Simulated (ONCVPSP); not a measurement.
# palladium (Pd): ONCV pseudisation with PBE, fully relativistic reference atom.

ONCVPSP 4.0.1 was run on this input:

```
# ATOM AND REFERENCE CONFIGURATION
# atsym  z   nc   nv     iexc    psfile
  Pd 46.00    8    1        4      upf
#
#   n    l    f
    1    0    2.00
    2    0    2.00
    2    1    6.00
    3    0    2.00
    3    1    6.00
    3    2   10.00
    4    0    2.00
    4    1    6.00
    4    2    9.00
#
# PSEUDOPOTENTIAL AND OPTIMIZATION
# lmax
    2
#
#   l,   rc,      ep,       ncon, nbas, qcut
    0    1.75    0.35    4    8    4.50
    1    1.90    0.14    4    8    4.30
    2    2.10    0.00    4    9    7.10
#
# LOCAL POTENTIAL
# lloc, lpopt,  rc(5),   dvloc0
    4    4    1.65   -1.00
#
# VANDERBILT-KLEINMAN-BYLANDER PROJECTORs
# l, nproj, debl
    0    2    2.80
    1    2    4.00
    2    2    1.00
#
# MODEL CORE CHARGE
# icmod, fcfact, rcfact
    1    0.20    0.00
#
# LOG DERIVATIVE ANALYSIS
# epsh1, epsh2, depsh
   -2.00    5.00    0.02
#
# OUTPUT GRID
# rlmax, drl
    6.00    0.01
#
# TEST CONFIGURATIONS
# ncnf
    4
# nvcnf
#   n    l    f
    1
    4    2   10.00
#
    1
    4    2    8.00
#
    1
    4    2    7.00
#
    1
    4    2    9.50
#
```

Command:

```bash
oncvpspr.x < Pd.dat > Pd.out
```

The program printed (shortened: citation, most of the input echo, consistency checks and plot data are left out):

```
ONCVPSP  (Optimized Norm-Conservinng Vanderbilt PSeudopotential)
relativistic version 4.0.1

#   n    l    f        energy (Ha)
    1    0    2.00    -8.8801251D+02
    2    0    2.00    -1.2997440D+02
    2    1    6.00    -1.1472764D+02    -1.2058555D+02
    3    0    2.00    -2.3776135D+01
    3    1    6.00    -1.9050221D+01    -2.0071213D+01
    3    2   10.00    -1.2288823D+01    -1.2492380D+01
    4    0    2.00    -3.5510199D+00
    4    1    6.00    -2.2435405D+00    -2.4071809D+00
    4    2    9.00    -5.3007339D-01    -5.4769696D-01

Reference configufation results
  iterations    21
  all-electron total energy (Ha)   -5.04660573D+03

Begin loop to  construct optimized pseudo wave functions
and semi-local pseudopoentials for all angular momenta

WARNING wellstate: moderately localized bound state found for n= 5 l=  0
WARNING scattering state with energy  0.05000000
WARNING will be used for the first projector

   Wellstate for l =  0  n =  6 kap= -1
     eigenvalue =   0.0500
     asymptotic potential =   0.5500
     half-point radius =  7.5394

   Wellstate for l =  0  n =  7 kap= -1
     eigenvalue =   2.8500
     asymptotic potential =   3.3500
     half-point radius =  3.4040

Calculating optimized projector #   1

 for l=   0

    Fraction of norm inside rc  0.053632
    Optimizing pswf for qcut=   4.50 a_B^-1,  ecut=  10.13 Ha

optimize: ERROR ps0norm > uunorm, code will stop
```

The run stopped because the continuity conditions at rc already need more norm inside rc than the all-electron wave has, so norm conservation cannot be met.

The run took about 0.42 s on one core of a shared server CPU.
